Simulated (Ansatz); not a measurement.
Reaction: BH2S (SMILES [S]B, doublet) → BH2S (SMILES [BH]S, doublet)
Each species at its own B3LYP-D3(BJ)/def2-TZVP minimum (Ansatz, an electronic-structure program).

Property: isomerisation energy (electronic), in kcal/mol. Open shells are spin-unrestricted; no spin-orbit coupling. CBS(X,Y): correlation extrapolated as X^-3, Hartree-Fock from the larger set (Q,5: extrapolated as (X+1)exp(-9√X)). A bracket is a step between two methods taken in the basis named. The functionals are non-relativistic, so their misses hold any scalar relativity. '+ core + X2C': CCSD(T) terms for core correlation (cc-pwCVTZ, 1s frozen past Ne) and scalar relativity (cc-pVTZ-DK).

CCSD(T)/CBS(cc-pV(Q+d)Z,cc-pV(5+d)Z) + [CCSDT(Q) - CCSD(T)]/cc-pV(T+d)Z + [CCSDTQ - CCSDT(Q)]/cc-pV(D+d)Z + core + X2C (Ansatz) gives 21.1 kcal/mol.

### Question
What does PBE/def2-TZVPD (Ansatz) give here, and how do the other levels compare?

### Answer
PBE gives 20.9 kcal/mol, 0.2 kcal/mol below it. Differences of the others: r2SCAN/def2-TZVPD (Ansatz) -1.2; PBE0/def2-TZVPD (Ansatz) -0.5; wB97M-V/def2-TZVPD (Ansatz) 1.5; CCSD(T)/CBS(cc-pV(Q+d)Z,cc-pV(5+d)Z) + core + X2C (Ansatz) -0.1 kcal/mol. Nearer than PBE: CCSD(T)/CBS(cc-pV(Q+d)Z,cc-pV(5+d)Z) + core + X2C.
